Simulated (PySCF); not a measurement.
tetraantimony (Sb4), SMILES [Sb]12[Sb]3[Sb]1[Sb]23. Geometry: B3LYP-D3(BJ)/def2-SVP. The def2 effective core potentials stand for the cores of Sb; spin–orbit coupling is left out.

### Question
Give the equilibrium geometry at B3LYP-D3(BJ)/def2-SVP (PySCF confirms it by a frequency run) as bond lengths and angles, and its point group. (An estimate is asked for; the answer gives what the named calculation found.)

### Answer
point group Td.
Atoms: Sb1 Sb2 Sb3 Sb4. Bonded distances (Å): Sb1–Sb2 2.866, Sb1–Sb3 2.866, Sb1–Sb4 2.866, Sb2–Sb3 2.866, Sb2–Sb4 2.866, Sb3–Sb4 2.866. Bond angles (°): Sb2–Sb1–Sb3 60.0, Sb2–Sb1–Sb4 60.0, Sb3–Sb1–Sb4 60.0, Sb1–Sb2–Sb3 60.0, Sb1–Sb2–Sb4 60.0, Sb3–Sb2–Sb4 60.0, Sb1–Sb3–Sb2 60.0, Sb1–Sb3–Sb4 60.0, Sb2–Sb3–Sb4 60.0, Sb1–Sb4–Sb2 60.0, Sb1–Sb4–Sb3 60.0, Sb2–Sb4–Sb3 60.0.
